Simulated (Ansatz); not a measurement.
Calculated with Ansatz (gas phase, PBE0-D4/def2-TZVP geometries, no zero-point term in ΔE). CCSD(T)/CBS is the MP2 limit (def2-TZVPP, def2-QZVPP) plus CCSD(T) − MP2 in def2-TZVPP, frozen cores. Functionals use def2-TZVPP. B3LYP here is the variant with VWN-RPA as its local correlation; programs differ in this. HSE06 is defined as in plane-wave codes. Each species was taken in one conformer, which may not be the lowest.

Reaction (redistribution): `B[SiH2]O` + `CN(C)[CH2][AlH2]` → `CN(C)[SiH2]O` + `B[CH2][AlH2]`

```
             level  ΔE (kJ/mol)  difference from CCSD(T)/CBS
       LDA (SPW92)       -210.1                          4.1
            PBE-D4       -205.5                          8.7
         revPBE-D4       -201.6                         12.6
           BLYP-D4       -209.1                          5.1
         r2SCAN-D4       -216.5                         -2.3
          B3LYP-D4       -213.0                          1.2
        r2SCANh-D4       -217.4                         -3.2
        r2SCAN0-D4       -218.4                         -4.2
          HSE06-D4       -209.6                          4.6
          BHLYP-D4       -216.6                         -2.4
      CAM-B3LYP-D4       -214.9                         -0.7
           ωB97X-V       -207.0                          7.2
           ωB97M-V       -217.8                         -3.6
          PBE-QIDH       -216.7                         -2.5
               PBE       -205.4                          8.8
            revPBE       -203.7                         10.5
              BLYP       -209.4                          4.8
            r2SCAN       -216.5                         -2.3
             B3LYP       -212.9                          1.3
           r2SCANh       -217.4                         -3.2
             HSE06       -209.5                          4.7
             BHLYP       -215.9                         -1.7
         CAM-B3LYP       -214.8                         -0.6
           LC-ωPBE       -211.9                          2.3
RPA@PBE/def2-TZVPP       -205.5                          8.7
       HF/def2-SVP       -202.0                         12.2
      MP2/def2-SVP       -213.2                          1.0
     CCSD/def2-SVP       -200.2                         14.0
  CCSD(T)/def2-SVP       -200.7                         13.5
     HF/def2-TZVPP       -210.9                          3.3
    MP2/def2-TZVPP       -223.7                         -9.5
SCS-MP2/def2-TZVPP       -217.4                         -3.2
   CCSD/def2-TZVPP       -211.3                          2.9
CCSD(T)/def2-TZVPP       -212.2                          2.0
     HF/def2-QZVPP       -212.1                          2.1
    MP2/def2-QZVPP       -225.3                        -11.1
SCS-MP2/def2-QZVPP       -219.0                         -4.8
      HF/CBS(def2)       -212.2                          2.0
     MP2/CBS(def2)       -225.7                        -11.5
    CCSD/CBS(def2)       -213.3                          0.9
       CCSD(T)/CBS       -214.2                            0
```

Largest T1 diagnostic among the species: 0.012.

Leaving LDA and LC-ωPBE aside and taking each functional with its dispersion term where it has one, the values spread over 16.8 kJ/mol, from r2SCAN0-D4 to revPBE-D4. LDA lies −4.7 kJ/mol from PBE without D4. From BLYP to BHLYP (50 % exact exchange), in def2-TZVPP and without D4, ΔE moves by −6.5 kJ/mol. At CCSD(T), def2-SVP lies +13.5 kJ/mol from the extrapolated value and def2-TZVPP +1.9 kJ/mol.
